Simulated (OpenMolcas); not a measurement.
Pm3+ among 7 point charges of -0.5 e arranged as a pentagonal bipyramid (D5h).

```json
{"Program": "OpenMolcas 26.06", "Method": "CASSCF", "Basis": "ANO-RCC-VDZP [7s6p4d2f1g]", "Scalar Hamiltonian": "DKH2, point nucleus", "Active space": "4 electrons in 7 orbitals (4f)", "State averaging": "2S+1 = 5 even, 35 roots (33 in the spin-orbit step); 2S+1 = 3 even, 117 roots kept (CI in the orbitals of an earlier block, 106 in the spin-orbit step); 2S+1 = 1 even, 75 roots kept (CI in the orbitals of an earlier block, 31 in the spin-orbit step)", "Spin-orbit coupling": "state interaction with AMFI integrals over the reference wave functions"}
```

All point charges move together. At R = 2.21 Å the width of the lowest J multiplet is 140 cm-1, and at R = 2.59 Å it is 72 cm-1.

Question: A third run gives 118 cm-1. What distance was it run at?

Answer: With a power law R^-n the two known points give n = -ln(72 / 140) / ln(2.59 / 2.21) = 4.19. Then R = 2.21 × (140 / 118)^(1/4.19) = 2.302 Å. The run was at 2.3 Å, so the estimate is off by +0.002 Å.

High states are left out of the spin-orbit mixing, which shifts the levels that they would mix with. This is an electrostatic model: the charges have no orbitals. An unlabelled pair can be two single states that coincide in this model. A group larger than the point group allows holds several states that coincide in this model. No measured value stands beside these numbers.
